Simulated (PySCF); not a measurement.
Spinor energies of Xe²⁺ (xenon, charge +2)

Start: [Kr] 4d10 5s1 5p5; 5s1/2 filled at m_j = +1/2; 5p1/2 filled at m_j = -1/2, +1/2; 5p3/2 filled at m_j = -1/2, +1/2, +3/2. Calculated with PySCF 2.14 in x2c-TZVPall-2c with one added diffuse shell each of s, p, d, f type (9s10p6d3f, 90 functions): generalised Hartree-Fock with the X2C-1e Hamiltonian and a Gaussian nucleus; one run each with spin-orbit coupling (SO) switched off, then screened by Boettger's factors. This is a chosen level, not necessarily the ground level.

| spinor shell | electrons | ε, spin-free (eV) | ε, screened SO (eV) | weight of nominal j (screened SO) | rms radius, screened SO (bohr) |
| --- | --- | --- | --- | --- | --- |
| 1s1/2 | 2 | -34750.7 | -34746.5 | 1.000 | 0.0305 |
| 2s1/2 | 2 | -5529.6 | -5528.3 | 1.000 | 0.124 |
| 2p1/2 | 2 | -4957.1 | -5183.0 | 1.000 | 0.107 |
| 2p3/2 | 4 | -4957.1 | -4855.5 | 1.000 | 0.112 |
| 3s1/2 | 2 | -1192.8 | -1192.4 | 1.000 | 0.326 |
| 3p1/2 | 2 | -1003.6 | -1047.7 | 1.000 | 0.318 |
| 3p3/2 | 4 | -1003.6 | -983.55 | 1.000 | 0.330 |
| 3d3/2 | 4 | -723.31 | -730.98 | 1.000 | 0.302 |
| 3d5/2 | 6 | -723.31 | -717.68 | 1.000 | 0.305 |
| 4s1/2 | 2 | -251.95 | -251.74 | 1.000 | 0.762 |
| 4p1/2 | 2 | -189.55 | -198.38 | 1.000 | 0.796 |
| 4p3/2 | 4 | -189.55 | -185.35 | 1.000 | 0.823 |
| 4d3/2 | 4 | -95.281 | -96.458 | 0.990 | 0.935 |
| 5s1/2 | 1 | -49.817 | -49.715 | 1.000 | 1.91 |
| 5p1/2 | 2 | -31.382 | -33.406 | 0.677 | 2.18 |
| 5p3/2 | 3 | -31.382 | -30.171 | 0.785 | 2.28 |

**Question.** Where does 4d5/2 lie, and what is the 4d spin-orbit splitting (screened SO)?

**Answer.** At -94.231 eV, 2.227 eV above 4d3/2.

```csv
quantity,spin-free,screened SO
E (hartree),-7440.66006,-7443.08785
M_J,2,2
⟨J²⟩,6.015,6.014
⟨L²⟩,2.005,2.033
⟨S²⟩,2.010,2.034
```

Each row is a mean over spinors that exchange with the open shell spreads, by up to 4.072 eV (5p3/2).

Rows whose weight is well below 1 are mixtures of j = l ± 1/2: exchange outweighs spin-orbit coupling there, and the label is only the starting occupation.

Breit and QED terms are absent; they matter most for the inner s and p1/2 levels.

Densities and radii are taken from the X2C orbitals without a picture-change correction, which distorts them close to the nucleus.

Without spin-orbit coupling the j labels of p, d and f shells carry no meaning; the spin-free column gives the mean over the occupied spinors of each nl shell.
